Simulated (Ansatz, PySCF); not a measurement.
System: AlBr, charge 0, multiplicity 1. SMILES: [Br][Al]
Geometry: optimised at B3LYP-D3(BJ)/def2-TZVP (Ansatz, a first-principles code).

Quantity: vertical triplet-singlet gap, E(triplet) - E(singlet), in eV. Terms: frozen cores in correlated levels (noble-gas shells and the d and f shells of earlier blocks); six Cartesian d functions in 6-31G* and its kin unless marked 5d; UHF or UKS for open shells; each state is the SCF solution reached for its charge and spin; no spin-orbit coupling; non-relativistic; LANL2DZ with its own core potentials from Na on. First-principles rows: single points at B3LYP-D3(BJ) geometries (Ansatz). Levels can end on unlike triplets.

```
level                                    program  vertical triplet-singlet gap, E(triplet) - E(singlet) (eV)
---------------------------------------  -------  ----------------------------------------------------------
HF/6-31G*                                 Ansatz                                                        2.11
HF/6-31G* with LANL2DZ past Ar            Ansatz                                                        2.11
PBE/6-31G*                                Ansatz                                                        2.77
PBE/6-31G* with LANL2DZ past Ar           Ansatz                                                        2.78
B3LYP/STO-3G                              Ansatz                                                        4.49
B3LYP/3-21G                               Ansatz                                                        2.88
B3LYP/6-31G*                              Ansatz                                                        2.94
B3LYP/6-31G* with LANL2DZ past Ar         Ansatz                                                        2.95
M06-2X/6-31G* with LANL2DZ past Ar (5d)    PySCF                                                        2.92
MP2/6-31G*                                Ansatz                                                        2.68
PBE/def2-TZVPD                            Ansatz                                                        2.76
```

No value to compare with is used here. The 10 habitual levels span 2.11 (HF/6-31G*) to 4.49 eV (B3LYP/STO-3G); PBE/def2-TZVPD gives 2.76.

The levels are drawn from those run, B3LYP/6-31G* more often than the rest, none by its result; left out are runs that failed, that the program found above a lower state of the same kind, or whose <S^2> lies over 0.5 above the pure value.
